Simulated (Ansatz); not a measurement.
Single points on (HAlTe)4 cubane (Al₄Te₄H₄).

```yaml
crystal:
  periodic: [false, false, false]
  atoms:
    - {symbol: Al, position_ang: [0.579908, -0.978651, 1.708769]}
    - {symbol: H, position_ang: [1.029630, -1.738289, 3.034001]}
    - {symbol: Te, position_ang: [1.835284, 1.344891, 1.172523]}
    - {symbol: Al, position_ang: [-0.719649, 1.859843, 0.486928]}
    - {symbol: H, position_ang: [-1.277695, 3.302701, 0.864135]}
    - {symbol: Te, position_ang: [-2.009542, -0.245783, 1.566185]}
    - {symbol: Al, position_ang: [-1.472045, -1.078769, -0.939880]}
    - {symbol: H, position_ang: [-2.614081, -1.915716, -1.668450]}
    - {symbol: Te, position_ang: [0.897505, -2.318816, -0.607745]}
    - {symbol: Al, position_ang: [1.611764, 0.197574, -1.255812]}
    - {symbol: H, position_ang: [2.862131, 0.351295, -2.229720]}
    - {symbol: Te, position_ang: [-0.723210, 1.219710, -2.130955]}
basis:
  gaussian: {orbitals: def2-TZVP, initial_orbitals: start.molden}
hamiltonian: {xc: {name: B97M-V}}
scf: {omitted_lower_state_checks: [starts]}
output: {orbitals: {seedname: orbitals}}
```

The file start.molden holds the orbitals of an earlier run on this structure, at another level or in another basis.

```sh
$ ansatz run in.yaml --threads 4 --pin off --events-out ev --progress --plain --max-ram 6963MiB
```

Output, abridged:

```
Functional definition: B97M-V
2756 factors; their error is unknown
mean field evaluation 1: about -55630.4040 eV, gradient 2.5e1 eV
mean field evaluation 2: about -55630.9044 eV, gradient 5.3e-1 eV
mean field evaluation 4: about -55630.3910 eV, gradient 1.0e0 eV
mean field evaluation 8: about -55630.3916 eV, gradient 3.0e-5 eV
mean field -55630.39158828 eV, -2044.3791832355 hartree, gradient 3.0e-5 eV, S^2 0.000000; 0 other end points of the search recorded, 0 dependent functions left out
reference -55630.39167174 eV, -2044.3791863028 hartree; 76, 76 occupied and 296, 296 virtual orbitals, 2756 factors
Total energy: -55630.39167174 eV, -2044.3791863028 hartree
Checks for a lower state left out: starts
```

Run time 45 s (4 threads of Arm Neoverse V2 on a shared host), peak host memory 1.3 GiB.

As the first input, with `gaussian: {orbitals: def2-SVP, initial_orbitals: start.molden}`, `correlation: {method: mp2}` and without the key `hamiltonian` (abridged; 7 s):

```
Functional definition: HF
mean field -55458.28814233 eV, -2038.0544982527 hartree, gradient 3.1e-6 eV, S^2 0.000000
36 core orbitals not correlated: weight in the atoms' cores, before any rotation towards them, 1.000 or more for the frozen orbitals, at most 0.000 for the correlated occupied ones
second order -20.04759799 eV of doubles, -0.00000000 eV of singles
Total energy: -55478.33574032 eV, -2038.7912338903 hartree
Checks for a lower state left out: starts
```

Geometry: PBE-D4/def2-SVP.

In the def2 sets Te takes a core potential; there is no spin–orbit coupling. Correlated methods freeze 36 core orbitals; core or outer-core shells of Te are correlated, in sets that lack core-valence functions.
